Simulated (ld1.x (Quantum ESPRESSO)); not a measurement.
C RRKJ: all-electron and pseudo phase curves

* Element: C
* Generator: ld1.x (Quantum ESPRESSO) 7.5
* Type: norm-conserving RRKJ (Kleinman–Bylander form)
* Functional: PBE
* Relativity: scalar-relativistic
* Frozen core: [He]
* Valence charge: 4
* Reference configuration: 2s2 2p2
* Partial waves: 2p (bound): rc 1.40 bohr; 3d channel at 0.1 Ry: rc 1.20 bohr; 2s (bound): rc 1.05 bohr
* Local potential: the s channel
* Core correction: Bessel-smoothed model core inside 1.00 bohr
* rho0: 0.01

The phase is arctan(r·u′/u) with u = r·R(r), unwrapped; energies in Ry, scanned from -3 to 5 Ry. A pole is an energy at which the radial function vanishes at the test radius. The pseudo phase is shifted by a multiple of π to meet the all-electron one at the reference energy, and phase errors are pseudo minus all-electron; the curves can meet again beyond the range given. Levels narrower than the energy grid can be missing from the lists of poles.

```csv
channel,radius (bohr),reference energy (Ry),"poles, all-electron","poles, pseudo",unbroken range about the reference energy with phases within 0.05 rad,phase error 1 Ry above the reference energy (rad)
s,1.55,-1.01,2.17,2.13,the whole range,-0.001
p,1.55,-0.39,2.05,2.10,the whole range,+0.002
d,1.55,0.10,none,none,the whole range,+0.000
```

Phases in the p channel:

```json
{"E (Ry)": "-3.00", "all-electron": "1.117", "pseudo": "1.117"}
{"E (Ry)": "-2.76", "all-electron": "1.087", "pseudo": "1.088"}
{"E (Ry)": "-2.52", "all-electron": "1.052", "pseudo": "1.053"}
{"E (Ry)": "-2.28", "all-electron": "1.009", "pseudo": "1.010"}
{"E (Ry)": "-2.04", "all-electron": "0.955", "pseudo": "0.956"}
{"E (Ry)": "-1.80", "all-electron": "0.885", "pseudo": "0.887"}
{"E (Ry)": "-1.56", "all-electron": "0.794", "pseudo": "0.796"}
{"E (Ry)": "-1.32", "all-electron": "0.670", "pseudo": "0.671"}
{"E (Ry)": "-1.08", "all-electron": "0.497", "pseudo": "0.498"}
{"E (Ry)": "-0.84", "all-electron": "0.257", "pseudo": "0.258"}
{"E (Ry)": "-0.60", "all-electron": "-0.055", "pseudo": "-0.055"}
{"E (Ry)": "-0.36", "all-electron": "-0.399", "pseudo": "-0.399"}
{"E (Ry)": "-0.12", "all-electron": "-0.707", "pseudo": "-0.706"}
{"E (Ry)": "0.12", "all-electron": "-0.942", "pseudo": "-0.941"}
{"E (Ry)": "0.36", "all-electron": "-1.111", "pseudo": "-1.110"}
{"E (Ry)": "0.60", "all-electron": "-1.234", "pseudo": "-1.232"}
{"E (Ry)": "0.84", "all-electron": "-1.325", "pseudo": "-1.323"}
{"E (Ry)": "1.08", "all-electron": "-1.395", "pseudo": "-1.392"}
{"E (Ry)": "1.32", "all-electron": "-1.451", "pseudo": "-1.447"}
{"E (Ry)": "1.56", "all-electron": "-1.497", "pseudo": "-1.493"}
{"E (Ry)": "1.80", "all-electron": "-1.536", "pseudo": "-1.531"}
{"E (Ry)": "2.04", "all-electron": "-1.569", "pseudo": "-1.563"}
{"E (Ry)": "2.28", "all-electron": "-1.599", "pseudo": "-1.593"}
{"E (Ry)": "2.52", "all-electron": "-1.626", "pseudo": "-1.619"}
{"E (Ry)": "2.76", "all-electron": "-1.651", "pseudo": "-1.643"}
{"E (Ry)": "3.00", "all-electron": "-1.675", "pseudo": "-1.665"}
{"E (Ry)": "3.24", "all-electron": "-1.697", "pseudo": "-1.686"}
{"E (Ry)": "3.48", "all-electron": "-1.720", "pseudo": "-1.707"}
{"E (Ry)": "3.72", "all-electron": "-1.742", "pseudo": "-1.727"}
{"E (Ry)": "3.96", "all-electron": "-1.765", "pseudo": "-1.748"}
{"E (Ry)": "4.20", "all-electron": "-1.788", "pseudo": "-1.768"}
{"E (Ry)": "4.44", "all-electron": "-1.813", "pseudo": "-1.790"}
{"E (Ry)": "4.68", "all-electron": "-1.839", "pseudo": "-1.812"}
{"E (Ry)": "4.92", "all-electron": "-1.868", "pseudo": "-1.835"}
```
